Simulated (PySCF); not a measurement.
CH10FNSi3, SMILES F[SiH2]C[SiH2]N[SiH3].

The structure is a stationary point at r2SCAN-D4/def2-SVP. The structure was generated by enumeration, and PubChem lists no compound with its InChIKey, so it may never have been made. One conformer was computed; it need not be the lowest.

Two levels are set side by side: TDA-PBE/def2-SVPD (PySCF) and TDA-M06-2X/def2-SVPD (PySCF). Vertical, same geometry. The lowest singlet is HOMO→LUMO 99 % with PBE and HOMO→LUMO 87 % with the other functional; states are paired by order. Differences are taken from unrounded values.

```
quantity                              TDA-PBE
------------------------------------  -------
lowest singlet excitation (eV)           5.32
lowest triplet excitation (TDA) (eV)     5.06
```

Q: These are the TDA-PBE values. What does TDA-M06-2X give? (Estimate from the structure and the level; the computed values follow.)

A: 
```tsv
quantity	TDA-M06-2X	TDA-PBE minus TDA-M06-2X
lowest singlet excitation (eV)	6.26	-0.94
lowest triplet excitation (TDA) (eV)	5.96	-0.91
```

A lower first singlet is the usual sign of a functional without exact exchange. Differences between two approximate levels are no errors against the true value.

Rough cost on one machine, each run with all the roots and properties that it gave: TDA-M06-2X against TDA-PBE about 10 times.
